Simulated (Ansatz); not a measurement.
Reaction (formal exchange of groups at the Si–Sb bond): `F[SiH2][SbH2]` + `COCCOC` → `COC[SiH2]F` + `CO[CH2][SbH2]`

Calculated with Ansatz (gas phase, PBE0-D4/def2-TZVP geometries, no zero-point term in ΔE). CCSD(T)/CBS adds triple-zeta CCSD(T) − MP2 to the extrapolated MP2 energy (def2 sets, frozen cores). DFT in def2-TZVPP. Elements past krypton have def2 core potentials. For Sb outer-core shells are correlated without core-valence functions, which leaves a few kJ/mol of doubt a bond. Each species was taken in one conformer, which may not be the lowest.

| level | ΔE (kcal/mol) | difference from CCSD(T)/CBS |
| --- | --- | --- |
| PBE-D4 | 14.0 | 0.9 |
| r2SCAN-D4 | 14.1 | 1.0 |
| PBE0-D4 | 15.1 | 2.0 |
| B2PLYP | 13.1 | 0.0 |
| r2SCAN | 14.0 | 0.9 |
| MP2/def2-TZVPP | 12.7 | -0.4 |
| SCS-MP2/def2-TZVPP | 12.3 | -0.8 |
| CCSD/def2-TZVPP | 13.2 | 0.1 |
| CCSD(T)/def2-TZVPP | 12.9 | -0.2 |
| SCS-MP2/def2-QZVPP | 12.4 | -0.7 |
| CCSD(T)/CBS | 13.1 | 0 |

Largest T1 diagnostic among the species: 0.013.

In def2-TZVPP, CCSD(T) changes the Hartree–Fock value by −2.1 kcal/mol (the triples alone add −0.3 kcal/mol) and MP2 by −2.3 kcal/mol. From PBE to PBE0 (25 % exact exchange), in def2-TZVPP and without D4, ΔE moves by +1.0 kcal/mol.
